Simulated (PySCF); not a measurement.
Isomers of C6H13PSi, one conformer each; single-point electronic energies without zero-point terms and without any empirical dispersion term.

Computed with PySCF at PBE0/pcSseg-1, non-relativistic, each on one gas-phase PBE0-D3(BJ)/def2-SVP geometry that isn't relaxed in the solvent. The solvent is an IEF-PCM continuum (van der Waals radii × 1.2). Only the electrostatic response of the medium enters.

```
                    isomer  relative energy, gas (kcal/mol)  dipole (D)
`[H]/P=C(\C=C)[Si](C)(C)C`                              0.0        1.35
        `C=CP1CC[SiH2]CC1`                              1.4        0.89
     `C(C)#CP(C)[SiH](C)C`                              8.7        1.22
```

Question: How do the relative energies look in chloroform (ε = 4.711)?

Answer: 
```
                    isomer  relative energy, solvent (kcal/mol)  E(solvent) − E(gas) (kcal/mol)  dipole in solvent (D)
`[H]/P=C(\C=C)[Si](C)(C)C`                                  0.0                            -2.0                   1.81
        `C=CP1CC[SiH2]CC1`                                  1.2                            -2.2                   1.18
     `C(C)#CP(C)[SiH](C)C`                                  7.3                            -3.3                   1.53
```

The order is unchanged. Conformers: `[H]/[P:4]=[C:3](\[CH:2]=[CH2:1])[Si:5]([CH3:6])([CH3:7])[CH3:8]` with C1–C2–C3–P4 179°; `[CH2:1]=[CH:2][P:3]1[CH2:4][CH2:5][SiH2:6][CH2:7][CH2:8]1` with C1–C2–P3–C4 -128°, C2–P3–C4–C5 -170°, P3–C4–C5–Si6 64°, C4–C5–Si6–C7 -49°, C5–Si6–C7–C8 49°; `[CH3:1][C:2]#[C:3][P:4]([CH3:5])[SiH:6]([CH3:7])[CH3:8]` with C3–P4–Si6–C7 63°. `C(C)#CP(C)[SiH](C)C` gains most from the continuum, while `[H]/P=C(\C=C)[Si](C)(C)C` has the largest gas-phase dipole. The gains span 1.3 kcal/mol, the gas-phase energies 8.7 kcal/mol.
